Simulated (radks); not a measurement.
Results of a calculation; reference values are marked as such.
Ionisation of neutral nitrogen, [He] 2s2 2p3, to N+, [He] 2s2 2p2, under several functionals. Scalar-relativistic Kohn-Sham, spin-unpolarised, spherical densities, finite nucleus; a radial shooting solver on a logarithmic mesh with Libxc functionals.

functional                          E(N) (hartree)  Exc (hartree)  IE (eV)  -e(HOMO) (eV)  <r> HOMO (bohr)  IE error (eV)
B86b exchange with PBE correlation       -54.50315       -6.62012   13.627          7.117            1.482         -0.907
PBEsol                                   -54.24171       -6.34242   13.521          7.036            1.484         -1.013
BLYP                                     -54.51831       -6.63406   13.574          7.064            1.486         -0.960
PW91                                     -54.49497       -6.61147   13.672          7.159            1.483         -0.862
MS2 meta-GGA                             -54.50881       -6.63087   13.512          7.047            1.483         -1.022
SOGGA                                    -54.19772       -6.29689   13.410          6.932            1.486         -1.124

NIST Atomic Spectra Database: 14.534 eV (measured). Closest: PW91. The Delta-SCF values span 0.26 eV, the total energies 0.32 hartree. The highest occupied level is 2p. Spin polarisation and multiplet splitting are left out, so open shells lie too high by an amount that depends on their filling.

Beside tabulated values, note that spin-unpolarised runs miss the spin-polarisation part of the exchange energy of open shells.
